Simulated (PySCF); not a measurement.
# methylethylisopropylamine (C(N(CC)C)(C)C, C6H15N)

Geometry:
| atom | x (Å) | y (Å) | z (Å) |
| --- | --- | --- | --- |
| C1 | -2.303 | -0.887 | -0.150 |
| C2 | -0.984 | -0.522 | 0.512 |
| N3 | -0.151 | 0.326 | -0.317 |
| C4 | -0.596 | 1.694 | -0.347 |
| C5 | 1.289 | 0.181 | -0.128 |
| C6 | 1.782 | -1.167 | -0.641 |
| C7 | 1.772 | 0.448 | 1.301 |
| H8 | -2.929 | -0.002 | -0.339 |
| H9 | -2.120 | -1.380 | -1.117 |
| H10 | -2.884 | -1.569 | 0.489 |
| H11 | -0.433 | -1.451 | 0.722 |
| H12 | -1.185 | -0.059 | 1.505 |
| H13 | -1.643 | 1.751 | -0.683 |
| H14 | 0.007 | 2.272 | -1.064 |
| H15 | -0.542 | 2.212 | 0.638 |
| H16 | 1.740 | 0.951 | -0.778 |
| H17 | 1.400 | -1.349 | -1.655 |
| H18 | 1.456 | -1.999 | 0.002 |
| H19 | 2.882 | -1.191 | -0.667 |
| H20 | 2.872 | 0.432 | 1.353 |
| H21 | 1.436 | 1.431 | 1.665 |
| H22 | 1.398 | -0.317 | 2.000 |

Method: PySCF, TDDFT CAM-B3LYP/aug-cc-pVDZ excited states, vertical, gas phase. Geometry: PBE0-D3(BJ)/def2-SVP.

**Question.** How strongly do the lowest singlets absorb one photon, and two photons of half the energy?

**Answer.** δ for parallel linear polarisation; σ at the peak of a Lorentzian of half width 0.1 eV, single beam; Ω is circular over linear.
| state | E (eV) | f | photon λ (nm) | δ (au) | σ (GM) | Ω | main |
| --- | --- | --- | --- | --- | --- | --- | --- |
| S1 | 5.27 | 0.007 | 470 | 238 | 2.43 | 0.49 | HOMO→LUMO 0.84 |
| S2 | 5.73 | 0.022 | 433 | 266 | 3.20 | 0.42 | HOMO→LUMO+1 0.34, HOMO→LUMO+3 0.30 |
| S3 | 5.80 | 0.023 | 427 | 17.7 | 0.22 | 1.38 | HOMO→LUMO+2 0.65, HOMO→LUMO+3 0.12 |
| S4 | 5.84 | 0.014 | 425 | 183 | 2.28 | 0.54 | HOMO→LUMO+3 0.47, HOMO→LUMO+1 0.42 |
| S5 | 6.43 | 0.019 | 385 | 162 | 2.46 | 1.26 | HOMO→LUMO+4 0.45, HOMO→LUMO+6 0.19 |
| S6 | 6.46 | 0.015 | 384 | 68.4 | 1.05 | 1.48 | HOMO→LUMO+5 0.56, HOMO→LUMO+7 0.24 |

Among these, the strongest one-photon state is S3, the strongest two-photon state S2, with a dipole change of 2.8 D (relaxed, norm of the difference vector).
